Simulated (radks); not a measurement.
The silicon anion Si4-, [Ar], held by a Watson sphere: a shell of charge +4 at radius R that stands for the Madelung well of a crystal (potential energy -4/R inside, -4/r outside, in hartree with lengths in bohr). Method: scalar-relativistic Kohn-Sham, LDA (Slater exchange, Perdew-Wang correlation), spin-polarised, spherical densities, point nucleus; computed with a radial shooting solver on a logarithmic mesh with Libxc functionals. Response by self-consistent Sternheimer equations with the Hartree and adiabatic LDA kernel, the relativistic mass of each level held fixed and spin-orbit coupling left out. The sphere does not respond.

\begin{tabular}{lrrrrrrr}
R (bohr) & e(2p) (eV) & e(3s) (eV) & e(3p) (eV) & <r> 3p (bohr) & sum of <r^2> (bohr^2) & X-ray form factor at sin(theta)/lambda = 0.3 1/angstrom & alpha (bohr^3) \\ \hline
2.07 & -92.739 & -15.133 & -7.873 & 2.428 & 54.11 & 8.015 & 35.30 \\
2.37 & -92.062 & -13.971 & -7.291 & 2.590 & 60.67 & 7.999 & 44.04 \\
2.93 & -91.937 & -12.127 & -6.221 & 2.897 & 74.21 & 8.066 & 67.53 \\
2.98 & -91.952 & -11.985 & -6.131 & 2.924 & 75.50 & 8.075 & 70.18 \\
3.13 & -92.007 & -11.579 & -5.867 & 3.007 & 79.40 & 8.099 & 78.74 \\
3.3 & -92.075 & -11.156 & -5.582 & 3.101 & 83.95 & 8.125 & 89.68 \\
3.43 & -92.127 & -10.859 & -5.374 & 3.174 & 87.52 & 8.142 & 99.02 \\
3.68 & -92.219 & -10.345 & -5.000 & 3.314 & 94.59 & 8.170 & 119.6 \\
\end{tabular}
